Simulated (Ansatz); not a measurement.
Species: C$_{2}$H$_{8}$BN, SMILES `N(C)(B)C` (H–B–N–C torsion 0°) with one electron removed (charge 1, multiplicity 2), formula C$_{2}$H$_{8}$BN.

Task: How many basis functions does frozen-core CCSD(T)/cc-pVTZ // PBE0-D4/def2-SVP (Ansatz, a quantum-chemistry and plane-wave program) use, how many core orbitals are frozen, and how many electrons are correlated?

Result: 232 basis functions and 4 frozen orbitals, which leaves 23 correlated electrons. Core time is of the order of minutes.
